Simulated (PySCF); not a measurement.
# Basis-set dependence of population analyses: TMS-CH2F

Species: TMS-CH2F, C₄H₁₁FSi.
Atom-mapped SMILES: `[CH3:1][Si:2]([CH3:3])([CH3:4])[CH2:5][F:6]` (hydrogens: H7, H8, H9 on C1; H10, H11, H12 on C3; H13, H14, H15 on C4; H16, H17 on C5)

PBE0 throughout (PySCF), one geometry, spherical d and f functions. Isolated species at its PBE0-D3(BJ)/def2-SVP geometry, gas phase. Atoms taken as equivalent share a column and are averaged.

Mulliken charges (e):

```tsv
basis	functions	C1/C3/C4	Si2	C5	F6	H7 (×9)	H16/H17
STO-3G	45	-0.403	+0.776	-0.212	-0.124	+0.072	+0.061
6-31G	80	-0.818	+1.037	-0.287	-0.347	+0.191	+0.168
pcSseg-0	80	-1.188	+1.726	-0.552	-0.379	+0.255	+0.234
6-31G*	110	-0.767	+0.768	-0.187	-0.344	+0.194	+0.160
def2-SVP	143	-0.322	+0.459	+0.040	-0.290	+0.073	+0.050
cc-pVDZ	143	-0.259	+0.332	+0.043	-0.253	+0.063	+0.043
6-311+G(2d,p)	236	-0.727	+1.011	-0.309	-0.262	+0.161	+0.147
aug-cc-pVDZ	241	+0.529	+1.758	+0.829	-0.476	-0.331	-0.358
def2-TZVP	258	-0.490	+0.319	-0.058	-0.240	+0.138	+0.103
IGLO-III	329	-0.634	+0.827	-0.186	-0.290	+0.145	+0.123
```

IAO charges (e):

| basis | functions | C1/C3/C4 | Si2 | C5 | F6 | H7 (×9) | H16/H17 |
| --- | --- | --- | --- | --- | --- | --- | --- |
| STO-3G | 45 | -0.636 | +0.982 | -0.333 | -0.148 | +0.131 | +0.114 |
| 6-31G | 80 | -0.715 | +0.991 | -0.265 | -0.307 | +0.160 | +0.145 |
| pcSseg-0 | 80 | -0.721 | +1.011 | -0.275 | -0.298 | +0.159 | +0.145 |
| 6-31G* | 110 | -0.715 | +1.076 | -0.242 | -0.317 | +0.151 | +0.132 |
| def2-SVP | 143 | -0.707 | +1.084 | -0.240 | -0.322 | +0.148 | +0.133 |
| cc-pVDZ | 143 | -0.713 | +1.076 | -0.242 | -0.321 | +0.151 | +0.135 |
| 6-311+G(2d,p) | 236 | -0.737 | +1.111 | -0.253 | -0.338 | +0.156 | +0.143 |
| aug-cc-pVDZ | 241 | -0.727 | +1.083 | -0.245 | -0.338 | +0.155 | +0.142 |
| def2-TZVP | 258 | -0.741 | +1.121 | -0.253 | -0.337 | +0.157 | +0.141 |
| IGLO-III | 329 | -0.741 | +1.121 | -0.255 | -0.339 | +0.157 | +0.143 |

Hirshfeld charges (e):

```tsv
basis	functions	C1/C3/C4	Si2	C5	F6	H7 (×9)	H16/H17
STO-3G	45	-0.131	+0.418	-0.033	-0.096	+0.011	+0.002
6-31G	80	-0.201	+0.363	-0.062	-0.141	+0.041	+0.039
pcSseg-0	80	-0.203	+0.406	-0.064	-0.133	+0.037	+0.034
6-31G*	110	-0.201	+0.344	-0.065	-0.127	+0.042	+0.038
def2-SVP	143	-0.213	+0.392	-0.073	-0.122	+0.041	+0.036
cc-pVDZ	143	-0.210	+0.385	-0.075	-0.114	+0.040	+0.035
6-311+G(2d,p)	236	-0.214	+0.388	-0.074	-0.130	+0.042	+0.040
aug-cc-pVDZ	241	-0.223	+0.398	-0.080	-0.125	+0.044	+0.041
def2-TZVP	258	-0.217	+0.386	-0.077	-0.125	+0.043	+0.040
IGLO-III	329	-0.219	+0.390	-0.077	-0.127	+0.043	+0.040
```

ESP-fitted charges (e):

| basis | functions | C1/C3/C4 | Si2 | C5 | F6 | H7 (×9) | H16/H17 |
| --- | --- | --- | --- | --- | --- | --- | --- |
| STO-3G | 45 | -0.619 | +0.850 | -0.217 | -0.104 | +0.133 | +0.065 |
| 6-31G | 80 | -0.713 | +0.795 | +0.011 | -0.281 | +0.167 | +0.055 |
| pcSseg-0 | 80 | -0.902 | +1.126 | -0.099 | -0.269 | +0.200 | +0.073 |
| 6-31G* | 110 | -0.720 | +0.854 | -0.146 | -0.202 | +0.166 | +0.080 |
| def2-SVP | 143 | -0.644 | +0.804 | -0.048 | -0.233 | +0.145 | +0.054 |
| cc-pVDZ | 143 | -0.636 | +0.795 | -0.077 | -0.217 | +0.143 | +0.059 |
| 6-311+G(2d,p) | 236 | -0.764 | +0.965 | -0.108 | -0.239 | +0.171 | +0.070 |
| aug-cc-pVDZ | 241 | -0.740 | +0.945 | -0.087 | -0.238 | +0.164 | +0.062 |
| def2-TZVP | 258 | -0.760 | +0.974 | -0.114 | -0.228 | +0.168 | +0.067 |
| IGLO-III | 329 | -0.741 | +0.953 | -0.116 | -0.231 | +0.164 | +0.069 |

Some averages cover members that differ in this geometry, most widely: C1/C3/C4, ESP-fitted in aug-cc-pVDZ -0.886 to -0.655; C1/C3/C4, ESP-fitted in 6-311+G(2d,p) -0.907 to -0.681; C1/C3/C4, ESP-fitted in IGLO-III -0.878 to -0.662; C1/C3/C4, ESP-fitted in def2-TZVP -0.895 to -0.680 e.

Question: Which scheme is steadiest as the basis changes?

Answer: Largest range over the bases for any column: Hirshfeld 0.09 e, IAO 0.19 e, ESP-fitted 0.33 e, Mulliken 1.72 e. Hirshfeld charges move least and Mulliken charges most, counted in e. Without the minimal STO-3G basis the ranges are Hirshfeld 0.06, IAO 0.13, ESP-fitted 0.33, Mulliken 1.72 e.

Question: How much do the charges still move between the two largest bases, def2-TZVP and IGLO-III?

Answer: At most, over all atoms: Mulliken 0.509 e, IAO 0.002 e, Hirshfeld 0.004 e, ESP-fitted 0.020 e.

Question: What do the same runs give for the total energy, the frontier levels and the dipole moment?

Answer: 
| basis | energy (Eh) | HOMO (eV) | LUMO (eV) | μ (D) |
| --- | --- | --- | --- | --- |
| STO-3G | -541.3709 | -4.30 | 8.25 | 1.06 |
| 6-31G | -547.8832 | -7.79 | 2.09 | 2.11 |
| pcSseg-0 | -547.0693 | -8.04 | 1.69 | 2.09 |
| 6-31G* | -547.9627 | -7.65 | 2.12 | 1.77 |
| def2-SVP | -547.7096 | -7.86 | 1.46 | 1.79 |
| cc-pVDZ | -547.9948 | -7.75 | 1.52 | 1.74 |
| 6-311+G(2d,p) | -548.0849 | -8.02 | -0.09 | 1.88 |
| aug-cc-pVDZ | -548.0198 | -7.98 | -0.23 | 1.84 |
| def2-TZVP | -548.1080 | -7.96 | 0.85 | 1.80 |
| IGLO-III | -548.1178 | -8.00 | 0.48 | 1.83 |

The dipole is fixed by the density alone, so its range of 1.05 D shows that the density itself changes with the basis, not only its division among atoms.
